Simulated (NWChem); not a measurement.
Molecule: TiSClF; SMILES [F][Ti](=[S])[Cl]

All runs: NWChem. Structure relaxed at the PBE-D3(BJ)/def2-SVP level.

Question: Among these, which level gives the highest value of “dipole (D)”?
(A) PBE0/pcseg-1
(B) PBE0/STO-3G
(C) PBE0/pcseg-2
(D) PBE0/def2-SVP

Answer: B, PBE0/STO-3G. Values: PBE0/pcseg-1 2.76; PBE0/pcseg-2 2.86; PBE0/def2-SVP 2.89; PBE0/STO-3G 3.34
